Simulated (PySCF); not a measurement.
Species: C₂H₇ClOSi.
Cartesian coordinates in Å at the PBE0-D3(BJ)/def2-SVP level; atoms count from 1:
```
atom  x, y, z in Å
C1     1.542    0.379   -0.176
C2     0.275    1.193   -0.039
Cl3    0.142    2.392   -1.403
Si4   -1.346    0.208   -0.113
O5    -2.632    1.260   -0.128
H6     1.538   -0.215   -1.103
H7     1.631   -0.315    0.676
H8     2.436    1.021   -0.186
H9     0.299    1.809    0.874
H10   -1.275   -0.652   -1.334
H11   -1.494   -0.637    1.105
H12   -2.518    1.993   -0.744
```

Linear response at PBE0/def2-SVPD (PySCF, frozen core in the response, non-relativistic).

Static isotropic polarisability: 69.77 au (10.34 Å³), principal values 60.1, 72.3, 77.0 au.

Q: What is the polarisability at 1064 nm and at the sodium D line?

A: 70.32 au at 1064 nm (+0.8 %), 71.63 au at 589.3 nm (+2.7 %). The rise at 589.3 nm is 3.35 times that at 1064 nm; a pure ω² law gives 3.26. The lowest singlet lies at 190 nm, shorter than both wavelengths.

Q: What is the isotropic C6 coefficient between two such molecules, C6 = (3/π)∫α(iω)² dω?

A: 1976 au (Eh·bohr⁶) by a ten-point quadrature over imaginary frequencies, which is 1180 eV·Å⁶ or 114 J·nm⁶/mol.

Q: Which effective excitation energy ω̄ makes London's formula C6 = (3/4)α²ω̄ exact here?

A: ω̄ = 4·C6/(3α²) = 0.541 Eh = 14.7 eV. A one-pole form α(ω) = α/(1 − ω²/ω̄²) fitted to the 1064 nm value gives 13.1 eV.

Q: How anisotropic is the static polarisability, by Δα² = ½[(α1 − α2)² + (α2 − α3)² + (α3 − α1)²]?

A: Δα = 15.1 au, or 0.22 of the isotropic value.

Q: What molar refraction at the D line follows from R = (4π/3)·N_A·α′, with α′ the polarisability volume?

A: α′ = 10.61 Å³ gives R = 26.78 cm³/mol, for isolated, non-vibrating species.

Q: What three-body coefficient follows from the one-pole estimate C9 = (3/4)·α·C6?

A: 103000 au. This is an estimate from the two numbers above, not a computed integral.

Q: What n − 1 at the D line would an ideal gas of it have at 273.15 K and 1 atm (2.6868 × 10¹⁹ cm⁻³), by n − 1 = 2π·N·α′?

A: 17.92 × 10⁻⁴, a formal value whether or not that pressure can be reached.

One conformer stands for the species.
